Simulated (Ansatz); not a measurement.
Isolated molecules relaxed with PBE0-D4/def2-TZVP in Ansatz; ΔE leaves out vibrations. CCSD(T)/CBS is the MP2 limit (def2-TZVPP, def2-QZVPP) plus CCSD(T) − MP2 in def2-TZVPP, frozen cores. This one scheme is used for every species. Functionals use def2-TZVPP. HSE06 is defined as in plane-wave codes. One conformer a species, not always the lowest.

Reaction (ligand exchange at the Si–F bond): `F[SiH](F)[SiH3]` + PH₃ → `F[SiH]([SiH3])P` + H–F

`F[SiH](F)[SiH3]`:

```xyz
8

F    -1.448   -0.841   -1.488
Si   -0.953   -0.630    0.012
F    -0.608   -2.072    0.596
Si    0.976    0.698    0.019
H    -2.102   -0.105    0.786
H     0.650    2.031   -0.552
H     1.445    0.866    1.419
H     2.040    0.052   -0.792
```

PH₃:

Cartesian coordinates in Å:
```
P 0.104 -0.533 0.206
H 0.336 -0.166 -1.146
H 0.741 0.631 0.711
H -1.182 0.068 0.229
```

`F[SiH]([SiH3])P`:

Z-matrix (Å, degrees):
```
Si
Si 1 2.341
P 1 2.251 2 113.7
F 1 1.609 2 108.9 3 120.5
H 1 1.488 2 111.7 3 -120.9
H 2 1.487 1 112.3 3 -178.5
H 2 1.487 1 109.4 3 -56.9
H 2 1.488 1 107.9 3 61.3
H 3 1.423 1 90.8 2 -63.0
H 3 1.421 1 94.7 2 30.5
```

H–F:

```xyz
2

F    -0.026    0.444   -0.118
H     0.026   -0.444    0.118
```

Task: Is it downhill or uphill in electronic energy at CCSD(T)/CBS, and by how much? (Best estimate.)

Result: Ansatz gave: Uphill: ΔE = +1.25 eV.

Task: What do these levels give: BLYP-D4, ωB97M-V, B2PLYP, PBE-QIDH, BLYP, HSE06, BHLYP, RPA@PBE/def2-TZVPP, MP2/def2-SVP, CCSD/def2-SVP, HF/CBS(def2), CCSD/CBS(def2)? (Estimate.)

Result: Ansatz gave: BLYP-D4 1.27, ωB97M-V 1.32, B2PLYP 1.38, PBE-QIDH 1.24, BLYP 1.40, HSE06 1.18, BHLYP 1.48, RPA@PBE/def2-TZVPP 1.34, MP2/def2-SVP 1.31, CCSD/def2-SVP 1.35, HF/CBS(def2) 1.64, CCSD/CBS(def2) 1.31 eV.

Largest T1 diagnostic among the species: 0.014.

Leaving LDA and LC-ωPBE aside and taking each functional with its dispersion term where it has one, the values, not all of them listed here, spread over 0.36 eV, from revPBE-D4 to CAM-B3LYP-D4. From PBE to PBE0 (25 % exact exchange), in def2-TZVPP and without D4, ΔE moves by +0.03 eV.
